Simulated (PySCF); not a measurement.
SMILES O[SiH](I)I, B3LYP/def2-SVP optimised geometry.

```
6

Si    -0.33    -1.17     0.00
O     -0.81    -1.96    -1.37
I     -1.14    -2.33     2.03
I     -1.14     1.17     0.00
H      1.14    -1.17     0.00
H     -1.75    -2.06    -1.54
```

Density from B3LYP/def2-TZVP, def2 effective core potentials past Kr in PySCF at that geometry. The core electrons that the potentials of I replace are not part of the density.

Minimum of the electron density along straight lines between bonded atoms, close to the bond critical point (lines longer than 1.1 times the sum of covalent radii, or with two minima, are not listed):

| bond | length / Å | ρ at the minimum / e bohr⁻³ | ∇²ρ there / e bohr⁻⁵ | position (fraction from the first atom) |
|---|---|---|---|---|
| Si1–O2 | 1.650 | (withheld) | (withheld) | 0.41 |
| Si1–I3 | 2.473 | 0.081 | -0.09 | 0.36 |
| Si1–I4 | 2.473 | 0.081 | -0.09 | 0.36 |
| Si1–H5 | 1.476 | 0.129 | (withheld) | 0.49 |
| O2–H6 | 0.966 | 0.349 | -2.37 | 0.81 |

Fill in the missing entries.


- Si1–O2, ρ at the minimum / e bohr⁻³: 0.138
- Si1–O2, ∇²ρ there / e bohr⁻⁵: 0.79
- Si1–H5, ∇²ρ there / e bohr⁻⁵: 0.12
